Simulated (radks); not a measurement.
The numbers below are computed, except where a source is named.
Q: Species: S11+. Configuration: [He] 2s2 2p1. Level of theory: Dirac Kohn-Sham, PBE, spin-unpolarised, spherical densities, finite nucleus; open shells fill j = l - 1/2 first; Fermi nuclear charge, rms radius 3.2611 fm (a radial shooting solver on a logarithmic mesh with Libxc functionals). Some entries of the table are withheld. Estimate them.

orbital  occ.  eigenvalue (eV)  r(max) (bohr)
1s1/2       2              (1)        0.06319
2s1/2       2        -569.7418            (2)
2p1/2       1        -532.4773         0.2889
2p3/2       0        -530.6246         0.2903

A: 
(1) 1s1/2 eigenvalue (eV): -2878.565
(2) 2s1/2 r(max) (bohr): 0.3590
